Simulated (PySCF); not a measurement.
**Vibration and rotation of BaF**

B97-3 constants of BaF, ²Σ⁺ (doublet), unpaired electrons σ ↑ (basis Ba x2c-TZVPPall, F x2c-TZVPPall; spin-free X2C with a Gaussian nucleus; PySCF 2.14; masses 137.9052 and 18.9984 u):

* ωe: 461.5 cm⁻¹
* ωexe: 1.69 cm⁻¹
* Be: 0.21534 cm⁻¹
* αe: 0.00111 cm⁻¹
* D (centrifugal): 1.87e-07 cm⁻¹
* De to Ba + F: 5.75 eV

**Question.** Give the vibrational terms G(v) and spacings up to v = 6.

**Answer.** G(v) = ωe(v+½) − ωexe(v+½)².

| v | G(v) (cm⁻¹) | G(v) − G(v−1) | Bv (cm⁻¹) |
| --- | --- | --- | --- |
| 0 | 230 |  | 0.2148 |
| 1 | 688 | 458 | 0.2137 |
| 2 | 1143 | 455 | 0.2126 |
| 3 | 1595 | 451 | 0.2115 |
| 4 | 2043 | 448 | 0.2103 |
| 5 | 2487 | 445 | 0.2092 |
| 6 | 2928 | 441 | 0.2081 |

**Question.** How well does the Morse estimate ωe²/(4ωexe) reproduce De, and what is D0?

**Answer.** It gives 3.91 eV, 68 % of the computed De. D0 = De − G(0) = 5.75 − 0.03 = 5.72 eV.

Spin–orbit coupling is left out, which matters for elements this heavy, above all for dissociation energies. The state was picked by a PBE0 search and need not be the measured ground state.
